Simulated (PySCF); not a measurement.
Compound: C6H7FO2.
Atom-mapped SMILES: `[CH2:1]=[CH:2][C@@H:3]([F:4])[C:5](=[CH2:6])[O:7][CH:8]=[O:9]` (hydrogens: H10, H11 on C1; H12 on C2; H13 on C3; H14, H15 on C6; H16 on C8)

The geometry is computed with GFN2-xTB (gas phase).

List the bond lengths, angles and torsions at this level.

```tsv
bond	length (bohr)	order
C1=C2	2.491	double
C2–C3	2.842	single
C3–F4	2.595	single
C3–C5	2.869	single
C5=C6	2.497	double
C5–O7	2.631	single
O7–C8	2.508	single
C8=O9	2.253	double
C1–H10	2.033	single
C1–H11	2.035	single
C2–H12	2.042	single
C3–H13	2.079	single
C6–H14	2.032	single
C6–H15	2.028	single
C8–H16	2.088	single
```

Orders are formal, as drawn. A selection of angles:
```tsv
angle	degrees
C2–C1–H10	121.6
C2–C1–H11	121.5
H10–C1–H11	116.9
C1–C2–C3	124.3
C1–C2–H12	122.3
C3–C2–H12	113.4
C2–C3–F4	111.3
C2–C3–C5	110.0
C2–C3–H13	110.1
F4–C3–C5	109.7
F4–C3–H13	106.6
C5–C3–H13	109.1
C3–C5–C6	124.0
C3–C5–O7	108.6
C6–C5–O7	127.4
C5–C6–H14	119.1
C5–C6–H15	122.8
H14–C6–H15	118.0
C5–O7–C8	124.0
O7–C8–O9	129.0
O7–C8–H16	107.0
O9–C8–H16	124.1
```

Dihedral angles: C1–C2–C3–F4 -6° (synperiplanar); C2–C3–C5–C6 -103° (anticlinal); C3–C5–O7–C8 -172° (antiperiplanar); C5–O7–C8–O9 0° (synperiplanar).

Of the pairs four or more bonds apart, O9···H15 is among the closest relative to their van der Waals radii: 2.25 Å, 83 % of the sum of Bondi's values. The 4 C–C bonds span 1.318 Å (C1=C2, drawn double) to 1.518 Å (C3–C5, drawn single), a spread of 0.200 Å. The 3 C–O bonds span 1.192 Å (C8=O9, drawn double) to 1.392 Å (C5–O7, drawn single), a spread of 0.200 Å.

Point group: C1 (no symmetry element, even within 0.4 Å). Stationary, but not proved a minimum. One conformer, not necessarily the lowest.
